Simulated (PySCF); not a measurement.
# Related systems: electrolyte solvent and additive

All values: TDA B3LYP/6-31G*, gas phase, PySCF SCF with an in-house response code, fitting set def2-universal-JFIT up to Ne and JKFIT beyond, grid level 1 (kernel 0), vertical, one conformer each, geometries GFN2-xTB; core orbitals frozen in the response, virtual orbitals above 1.5 Eh left out. The lowest 6 singlets were sought, and the brightest is taken among them. The runs took 0.8 to 2 CPU minutes each on shared server CPUs.

Some members have dark charge-transfer states, which this functional places too low. Without diffuse functions Rydberg states are missing, so unbound LUMOs, wide gaps and states within about 2 eV of the ionisation energy come out too high, and electron affinities are rough. The basis has no diffuse functions, so the polarisability comes out too low.

```json
{"system": "C=CCOB(OCCOC)OCCOC", "formula": "C9H19BO5", "HOMO-LUMO gap / eV": "7.68", "S1 / eV": "7.19", "polarisability / bohr³": "121", "f(S1)": "0.001", "brightest singlet sought / eV": "8.03"}
{"system": "C#CCOB(OCCOC)OCCOC", "formula": "C9H17BO5", "HOMO-LUMO gap / eV": "7.72", "S1 / eV": "6.48", "polarisability / bohr³": "117", "f(S1)": "0.001", "brightest singlet sought / eV": "7.80"}
{"system": "COCCOB(OCCC#N)OCCOC", "formula": "C9H18BNO5", "HOMO-LUMO gap / eV": "8.02", "S1 / eV": "7.60", "polarisability / bohr³": "125", "f(S1)": "0.000", "brightest singlet sought / eV": "8.16"}
{"system": "COCCOB(OCCOC)OCCOC", "formula": "C9H21BO6", "HOMO-LUMO gap / eV": "8.93", "S1 / eV": "8.02", "polarisability / bohr³": "126", "f(S1)": "0.047", "brightest singlet sought / eV": "8.40"}
```
